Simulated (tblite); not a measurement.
Compound: C₃H₁₂N₂OSi.
Atom-mapped SMILES: `[CH3:1][CH2:2][NH:3][Si@@H:4]([OH:5])[NH:6][CH3:7]` (hydrogens: H8, H9, H10 on C1; H11, H12 on C2; H13 on N3; H14 on Si4; H15 on O5; H16 on N6; H17, H18, H19 on C7)

Computed with GFN2-xTB (tblite), gas phase: L-BFGS steps from a force-field or distance-geometry start until the largest atomic force falls under 0.01 eV/Å.

The end geometry, which sets the zero of energy:
```
atom  x, y, z in Å
C1     -2.8115    0.2818    0.0463
C2     -1.7540   -0.2752   -0.9061
N3     -0.7365   -1.0529   -0.2437
Si4     0.6091   -0.3706    0.5885
O5      1.4871   -1.5623    1.2638
N6      1.5260    0.4153   -0.6388
C7      2.8200    0.9966   -0.3722
H8     -2.3404    0.9232    0.7866
H9     -3.3164   -0.5299    0.5661
H10    -3.5527    0.8567   -0.5036
H11    -1.2595    0.5500   -1.4212
H12    -2.2413   -0.9016   -1.6634
H13    -1.1452   -1.8544    0.2146
H14     0.3293    0.4249    1.7881
H15     1.8480   -2.2430    0.7022
H16     1.0270    0.9342   -1.3439
H17     2.7541    2.0163    0.0242
H18     3.4188    1.0200   -1.2857
H19     3.3281    0.3803    0.3659
```

Problem. These geometries come from the run, each turned onto the end geometry. Order them by energy, lowest first.
A.
```
atom  x, y, z in Å
C1     -2.5579    0.2744    0.3540
C2     -1.9959   -0.3356   -0.9113
N3     -0.8271   -1.1506   -0.6620
Si4     0.4570   -0.4056    0.1821
O5      1.0571   -1.3704    1.3442
N6      1.7004    0.0939   -0.8997
C7      2.7915    0.6927   -0.1681
H8     -2.1440    1.2605    0.5499
H9     -2.3141   -0.3557    1.1936
H10    -3.6360    0.3672    0.3001
H11    -1.7515    0.4576   -1.6202
H12    -2.7665   -0.9610   -1.3699
H13    -0.5455   -1.5881   -1.5292
H14     0.0657    0.8149    0.8440
H15     1.8441   -1.0975    1.8077
H16     1.3743    0.7582   -1.5879
H17     2.4210    1.1401    0.7575
H18     3.2930    1.4729   -0.7232
H19     3.5243   -0.0584    0.1063
```
B.
```
atom  x, y, z in Å
C1     -2.7020    0.2412    0.3281
C2     -2.0946   -0.3260   -0.9492
N3     -0.8149   -0.9324   -0.6642
Si4     0.4501   -0.2461    0.2559
O5      0.9831   -1.4690    1.1987
N6      1.7228    0.3901   -0.7106
C7      2.9959    0.8125   -0.1777
H8     -2.2560    1.2015    0.5629
H9     -2.4806   -0.4469    1.1378
H10    -3.7786    0.3557    0.2429
H11    -2.0033    0.4660   -1.7129
H12    -2.7634   -1.0976   -1.3489
H13    -0.5922   -1.7084   -1.2671
H14    -0.0521    0.7822    1.1666
H15     1.7909   -1.3617    1.6907
H16     1.6020    0.5726   -1.6923
H17     2.8333    1.3641    0.7521
H18     3.5048    1.4559   -0.8924
H19     3.6447   -0.0442    0.0474
```
C.
```
atom  x, y, z in Å
C1     -2.8977    0.1868    0.0810
C2     -1.7768   -0.1928   -0.8847
N3     -0.7358   -0.9805   -0.2747
Si4     0.6042   -0.3027    0.5665
O5      1.4436   -1.4827    1.3093
N6      1.5795    0.4067   -0.6630
C7      2.8965    0.9321   -0.3938
H8     -2.4975    0.8026    0.8814
H9     -3.3328   -0.7073    0.5202
H10    -3.6789    0.7331   -0.4420
H11    -1.3178    0.7139   -1.2819
H12    -2.1975   -0.7579   -1.7241
H13    -1.1145   -1.8274    0.1228
H14     0.2897    0.5446    1.7216
H15     1.8640   -2.1568    0.7850
H16     1.1142    0.9224   -1.3953
H17     2.8805    1.9815   -0.0752
H18     3.5235    0.8558   -1.2851
H19     3.3435    0.3380    0.3998
```
D.
```
atom  x, y, z in Å
C1     -2.9460    0.2295    0.0673
C2     -1.9151   -0.3428   -0.9096
N3     -0.7860   -0.9688   -0.2843
Si4     0.5267   -0.2137    0.4990
O5      1.3229   -1.5042    1.1102
N6      1.5681    0.6184   -0.6037
C7      2.9899    0.7394   -0.3710
H8     -2.5176    1.0208    0.6803
H9     -3.3100   -0.5535    0.7314
H10    -3.7758    0.6211   -0.5191
H11    -1.5529    0.4592   -1.5602
H12    -2.4271   -1.0834   -1.5347
H13    -0.9295   -1.9448   -0.0637
H14     0.1343    0.6418    1.6289
H15     2.2711   -1.4413    1.0998
H16     1.2095    1.4473   -1.0487
H17     3.2392    1.3586    0.5073
H18     3.4746    1.1787   -1.2444
H19     3.4138   -0.2529   -0.2171
```
E.
```
atom  x, y, z in Å
C1     -2.8835    0.1931    0.0679
C2     -1.7672   -0.2148   -0.8929
N3     -0.7283   -0.9888   -0.2607
Si4     0.6066   -0.3007    0.5822
O5      1.4594   -1.4821    1.3059
N6      1.5612    0.4291   -0.6510
C7      2.8866    0.9411   -0.3987
H8     -2.4731    0.7797    0.8860
H9     -3.3619   -0.6921    0.4834
H10    -3.6362    0.7833   -0.4490
H11    -1.3069    0.6785   -1.3183
H12    -2.1967   -0.7995   -1.7168
H13    -1.1156   -1.8181    0.1653
H14     0.3100    0.5321    1.7520
H15     1.8228   -2.1794    0.7677
H16     1.0894    0.9561   -1.3688
H17     2.8833    1.9824   -0.0563
H18     3.4926    0.8775   -1.3059
H19     3.3476    0.3320    0.3755
```

Solution. E (0.003 eV), C (0.007 eV), D (0.172 eV), B (0.365 eV), A (0.717 eV).

In the order of the answer:

| step | E above end (eV) | largest force (eV/Å) | rms force component (eV/Å) | rms distance from end (Å) | rms bond change (Å) | bond most changed (Å) |
| --- | --- | --- | --- | --- | --- | --- |
| 235 | 0.003 | 0.02 | 0.006 | 0.120 | 0.000 | N3–Si4 -0.001 |
| 214 | 0.007 | 0.09 | 0.028 | 0.141 | 0.001 | N3–Si4 -0.002 |
| 90 | 0.172 | 0.30 | 0.084 | 0.457 | 0.006 | N3–Si4 -0.018 |
| 21 | 0.365 | 0.17 | 0.059 | 0.770 | 0.006 | N3–Si4 -0.015 |
| 5 | 0.717 | 0.69 | 0.198 | 0.856 | 0.009 | Si4–H14 -0.024 |

The cost below is that of the whole relaxation. Hardware: one thread of an Arm Neoverse V2, no GPU, shared host. Cost: 1.6 s.
